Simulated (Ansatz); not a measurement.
This Ansatz (a program for electronic structure) input (B2PLYP/aug-pcseg-3) gives -25.91040 Eh with 183 basis functions. A basis named .json is the Basis Set Exchange file of that set (core-valence sets with the plain set on hydrogen).

Ansatz 0.2 input:
```yaml
crystal:
  periodic: [false, false, false]
  atoms:
    - {symbol: B, position_ang: [0.14414957, -0.00616732, -0.00768719]}
    - {symbol: H, position_ang: [-0.40731316, -1.05719127, -0.00044344]}
    - {symbol: H, position_ang: [-0.31343467, 1.08802789, 0.03887940]}
basis:
  gaussian:
    orbitals: aug-pcseg-3
hamiltonian:
  xc: {name: B2PLYP}
magnetization: {spin_polarized: true, initial_magnetization: 1}
correlation: {electrons: outside_noble_gas}
```

Change:
```diff
- orbitals: aug-pcseg-3
+ orbitals: 6-31+G_.json
```

Question: What does the run give now?

Answer: -25.89011 Eh (B2PLYP/6-31+G*, 23 functions), a change of +20.29 mEh.
